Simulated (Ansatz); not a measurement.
C3H5O (SMILES [CH2]C(C)=O), doublet, at a GFN2-xTB geometry; PBE0/6-31G* (Ansatz, an electronic-structure program).

Input for Ansatz:
Ansatz 0.2 input:
```yaml
crystal:
  periodic: [false, false, false]
  atoms:
    - {symbol: O, position_ang: [0.25330919, 0.18526487, 1.34222846]}
    - {symbol: C, position_ang: [0.02968304, 0.07476025, 0.13791137]}
    - {symbol: C, position_ang: [-0.05062688, 1.20415478, -0.72149975]}
    - {symbol: C, position_ang: [-0.17641726, -1.27365849, -0.51681359]}
    - {symbol: H, position_ang: [-0.09467523, -2.06191954, 0.22599761]}
    - {symbol: H, position_ang: [-0.24658293, 1.09726434, -1.77312897]}
    - {symbol: H, position_ang: [0.08696299, 2.19127942, -0.31616080]}
    - {symbol: H, position_ang: [0.57208467, -1.42696415, -1.29166979]}
    - {symbol: H, position_ang: [-1.16009640, -1.31331826, -0.98045393]}
basis:
  gaussian:
    orbitals: 6-31G*
    occupation: {up: {"A'": 14, "A''": 2}, down: {"A'": 13, "A''": 2}}
hamiltonian:
  xc: pbe0
magnetization: {spin_polarized: true, initial_magnetization: 1}
```

The log (banner, timings and long lists left out):

```
Functional definition: PBE0
the irreps are read with x along [0.063, 0.998, -0.011], y along [-0.177, 0.000, -0.984] and z along [-0.982, 0.064, 0.176] of the geometry given
720 factors; integrals over basis functions are off by at most 1.1e-3 eV
mean field evaluation 1: about -5217.1296 eV, gradient 3.4e1 eV
mean field evaluation 2: about -5222.3849 eV, gradient 4.1e0 eV
mean field evaluation 4: about -5222.9976 eV, gradient 1.1e0 eV
mean field evaluation 8: about -5223.0215 eV, gradient 6.7e-3 eV
mean field evaluation 16: about -5223.0215 eV, gradient 3.5e-6 eV
mean field -5223.02151240 eV, -191.9425002895 hartree, gradient 3.5e-6 eV, S^2 0.753341; 0 other end points of the search recorded, 0 dependent functions left out
reference -5223.02152967 eV, -191.9425009243 hartree; 16, 15 occupied and 54, 55 virtual orbitals, 720 factors
Total energy: -5223.02152967 eV, -191.9425009243 hartree
```
